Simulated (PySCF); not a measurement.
C₆H₁₀BF.
InChI=1S/C6H10BF/c1-4-5-6(8)7(2)3/h4H,1-3H3

Method used: PBE0-D3(BJ)/def2-SVP geometry optimisation, gas phase in PySCF.

Masses are those of the commonest isotopes; rigid-rotor values at the optimised geometry. 

(1) Give the principal moments of inertia and the rotational constants in GHz.

(2) Classify the top.

(3) Is it planar, by Δ = Ic − Ia − Ib?

(4) Give the coordinates in the principal-axis frame, origin at the centre of mass.

(5) Predict some low-J microwave lines.

Results:

(1) Ia = 164.24, Ib = 439.83, Ic = 570.39 u·Å²; 505379 MHz·u·Å²/I gives 3077, 1149 and 886.0 MHz, that is A = 3.0771, B = 1.1490, C = 0.8860 GHz.

(2) An asymmetric top; Ray's κ = -0.760.

(3) Not planar: Δ = Ic − Ia − Ib = -33.67 u·Å². For a rigid frame Δ = −2 Σ m c², so Σ m c² = 16.84 u·Å² lies off the ab plane: 8.47 from hydrogen and 8.37 from heavier atoms. The atom farthest from that plane is 1.56 Å away.

(4) The sense of each axis is arbitrary; atoms in the order of the calculation.
```json
{"atom": "C1", "mass (u)": "12.000", "a (Å)": "3.252", "b (Å)": "0.371", "c (Å)": "0.546"}
{"atom": "C2", "mass (u)": "12.000", "a (Å)": "2.234", "b (Å)": "0.056", "c (Å)": "-0.509"}
{"atom": "C3", "mass (u)": "12.000", "a (Å)": "0.991", "b (Å)": "-0.288", "c (Å)": "-0.293"}
{"atom": "C4", "mass (u)": "12.000", "a (Å)": "-0.287", "b (Å)": "-0.557", "c (Å)": "-0.079"}
{"atom": "F5", "mass (u)": "18.998", "a (Å)": "-0.669", "b (Å)": "-1.849", "c (Å)": "0.064"}
{"atom": "B6", "mass (u)": "11.009", "a (Å)": "-1.394", "b (Å)": "0.538", "c (Å)": "0.014"}
{"atom": "C7", "mass (u)": "12.000", "a (Å)": "-1.017", "b (Å)": "2.059", "c (Å)": "-0.075"}
{"atom": "C8", "mass (u)": "12.000", "a (Å)": "-2.880", "b (Å)": "0.068", "c (Å)": "0.190"}
{"atom": "H9", "mass (u)": "1.008", "a (Å)": "2.823", "b (Å)": "0.300", "c (Å)": "1.554"}
{"atom": "H10", "mass (u)": "1.008", "a (Å)": "3.651", "b (Å)": "1.388", "c (Å)": "0.403"}
{"atom": "H11", "mass (u)": "1.008", "a (Å)": "4.105", "b (Å)": "-0.323", "c (Å)": "0.478"}
{"atom": "H12", "mass (u)": "1.008", "a (Å)": "2.567", "b (Å)": "0.117", "c (Å)": "-1.556"}
{"atom": "H13", "mass (u)": "1.008", "a (Å)": "0.009", "b (Å)": "2.271", "c (Å)": "-0.409"}
{"atom": "H14", "mass (u)": "1.008", "a (Å)": "-1.732", "b (Å)": "2.613", "c (Å)": "-0.704"}
{"atom": "H15", "mass (u)": "1.008", "a (Å)": "-1.133", "b (Å)": "2.482", "c (Å)": "0.941"}
{"atom": "H16", "mass (u)": "1.008", "a (Å)": "-3.560", "b (Å)": "0.852", "c (Å)": "0.553"}
{"atom": "H17", "mass (u)": "1.008", "a (Å)": "-2.975", "b (Å)": "-0.836", "c (Å)": "0.811"}
{"atom": "H18", "mass (u)": "1.008", "a (Å)": "-3.234", "b (Å)": "-0.229", "c (Å)": "-0.817"}
```

(5) The dipole components are |μa| = 1.45 D, |μb| = 1.61 D, |μc| = 0.12 D. Intensities carry the squares of the components, which stand as 0.81 : 1.00 : 0.01 (a : b : c). Some lines, for components of 0.1 D or more:

| type | branch | J(Ka,Kc) | MHz | lower level (cm⁻¹) |
| --- | --- | --- | --- | --- |
| a | Q | 2(1,1) ← 2(1,2) | 789 | 0.259 |
| c | Q | 2(1,2) ← 2(0,2) | 1690 | 0.203 |
| c | Q | 1(1,1) ← 1(0,1) | 1928 | 0.068 |
| a | R | 1(0,1) ← 0(0,0) | 2035 | 0.000 |
| b | R | 2(0,2) ← 1(1,1) | 2117 | 0.132 |
| b | Q | 1(1,0) ← 1(0,1) | 2191 | 0.068 |
| b | Q | 2(1,1) ← 2(0,2) | 2479 | 0.203 |
| a | R | 2(1,2) ← 1(1,1) | 3807 | 0.132 |
| b | R | 1(1,1) ← 0(0,0) | 3963 | 0.000 |
| a | R | 2(0,2) ← 1(0,1) | 4045 | 0.068 |
| c | R | 1(1,0) ← 0(0,0) | 4226 | 0.000 |
| a | R | 2(1,1) ← 1(1,0) | 4333 | 0.141 |
| b | R | 2(1,2) ← 1(0,1) | 5735 | 0.068 |
| c | Q | 2(2,1) ← 2(1,1) | 5784 | 0.286 |
| b | Q | 2(2,0) ← 2(1,1) | 5809 | 0.286 |
| c | R | 2(1,1) ← 1(0,1) | 6524 | 0.068 |
| b | Q | 2(2,1) ← 2(1,2) | 6573 | 0.259 |
| b | R | 2(2,1) ← 1(1,0) | 10117 | 0.141 |
| c | R | 2(2,0) ← 1(1,0) | 10143 | 0.141 |
| c | R | 2(2,1) ← 1(1,1) | 10380 | 0.132 |
| b | R | 2(2,0) ← 1(1,1) | 10406 | 0.132 |

No frequency check. No vibrational averaging or centrifugal distortion is included, and the geometry carries the error of its method. A rigid rotor knows nothing of internal rotation, which can split or shift real lines. Quadrupole hyperfine structure (11B) is left out.

The values belong to the conformer `[CH3:1][CH:2]=[C:3]=[C:4]([F:5])[B:6]([CH3:7])[CH3:8]`: C3–C4–B6–C7 -3°.
